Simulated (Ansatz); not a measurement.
Two isomers of C2H7ClGe: A = `C[CH](Cl)[GeH3]`, B = `[CH3][GeH]([CH3])[Cl]`.

Calculated with Ansatz (gas phase, PBE0-D4/def2-TZVP geometries, no zero-point term in ΔE). CBS: MP2 limit from def2 TZ/QZ plus the TZ coupled-cluster correction, frozen cores. Functionals use def2-TZVPP. B3LYP here is the variant with VWN-RPA as its local correlation; programs differ in this. For Ge outer-core shells are correlated without core-valence functions, which leaves a few kJ/mol of doubt a bond. Scalar relativity is left out up to krypton.

Question: Which isomer does CCSD(T)/CBS put lower? Give the gap. (Estimate.)

Answer: The calculation gave: B, by 187.7 kJ/mol.

Question: Give E(B) − E(A) in kJ/mol with B3LYP, ωB97M-V, PBE0-D4, MP2/def2-TZVPP, HF/def2-TZVPP, B3LYP-D4, r2SCAN-D4. (Estimate.)

Answer: Ansatz gave: B3LYP -191.1, ωB97M-V -190.6, PBE0-D4 -188.9, MP2/def2-TZVPP -197.6, HF/def2-TZVPP -202.8, B3LYP-D4 -188.6, r2SCAN-D4 -192.3. None reverses the order clearly.

Largest T1 diagnostic: 0.010.

In def2-TZVPP, CCSD(T) changes the Hartree–Fock value by +11.6 kJ/mol (the triples alone add +2.5 kJ/mol) and MP2 by +5.1 kJ/mol. From PBE to PBE0 (25 % exact exchange), in def2-TZVPP and without D4, E(B) − E(A) moves by −6.3 kJ/mol.
